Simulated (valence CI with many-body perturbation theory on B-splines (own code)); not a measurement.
## Ladder of approximations for Pm XLIX

Computed by configuration interaction combined with many-body perturbation theory (CI+MBPT): three valence electrons over a frozen Dirac-Fock core [Ne], a basis of 11 s, 11 p, 9 d, 7 f, 5 g, 2 h, 1 i functions for each j, with the one-electron correlation potential Σ1 (screened to all orders), the two-electron term Σ2, the three-electron term Σ3, Breit, model QED; selected single and double excitations, second order for the rest (own B-spline code, finite nucleus).

The last digits are not significant, and no measured levels were compared; by estimate large intervals hold to a few tenths of a per cent, small ones and those within an open d or f shell to about a per cent.

Each rung adds one term. CI alone is the Dirac-Coulomb CI over the frozen core; QED comes last and gives the full result, which names the levels. Energies are above (3s^2 3p1/2) J=1/2 on the same rung, in eV.

Levels are named by their leading jj configuration (3d3/2^4 stands for four electrons in 3d with j = 3/2), which in mixed levels can hold well under half, so a name can repeat and another be missing. Letters in brackets count levels of one name in rising energy.

```tsv
Level	CI alone	+ Σ1	+ Σ2	+ Σ3	+ Breit	Full
(3s 3p1/2^2) J=1/2	123.49	123.25	123.24	123.25	125.26	122.99
(3s^2 3p3/2) J=3/2	147.64	147.75	147.81	147.82	145.85	146.06
(3s 3p1/2 3p3/2) J=3/2 [a]	248.88	248.75	249.00	249.03	249.08	247.04
(3s 3p1/2 3p3/2) J=5/2	262.98	262.85	262.99	263.01	262.61	260.61
(3s 3p1/2 3p3/2) J=3/2 [b]	280.69	280.56	280.51	280.53	280.05	278.27
(3s 3p1/2 3p3/2) J=1/2	289.02	288.88	288.46	288.46	288.56	286.48
(3s^2 3d3/2) J=3/2	331.28	331.18	330.62	330.58	328.31	327.86
(3s^2 3d5/2) J=5/2	357.36	357.36	357.11	357.09	353.49	353.28
(3p1/2^2 3p3/2) J=3/2	404.44	404.08	403.91	403.95	405.28	401.45
(3s 3p3/2^2) J=5/2	410.08	410.06	410.07	410.07	407.89	406.17
(3s 3p1/2 3d3/2) J=3/2 [a]	418.76	418.41	418.38	418.39	418.00	415.38
(3s 3p1/2 3d3/2) J=5/2	429.02	428.67	428.62	428.62	427.66	425.26
(3s 3p3/2^2) J=1/2	436.78	436.77	436.63	436.62	434.85	433.01
(3s 3p3/2^2) J=3/2	442.72	442.71	442.27	442.26	440.27	438.42
(3s 3p1/2 3d3/2) J=1/2	449.35	449.01	448.55	448.53	448.00	445.61
(3s 3p1/2 3d3/2) J=3/2 [b]	452.31	451.97	451.52	451.49	450.82	448.36
(3s 3p1/2 3d5/2) J=5/2 [a]	463.93	463.69	463.51	463.50	461.79	459.48
(3s 3p1/2 3d5/2) J=7/2	473.37	473.13	472.92	472.91	470.71	468.42
(3s 3p1/2 3d5/2) J=5/2 [b]	481.97	481.72	481.46	481.42	479.56	477.20
```

Task: How does the ionisation energy move along the ladder, and which term matters most?

Result: CI alone 4170.5, + Σ1 4171.6, + Σ2 4171.5, + Σ3 4171.4, + Breit 4166.5, + QED 4166.6 eV. The largest step is Breit, -4.9 eV. NIST lists 4166 ± 4 eV (theoretical).
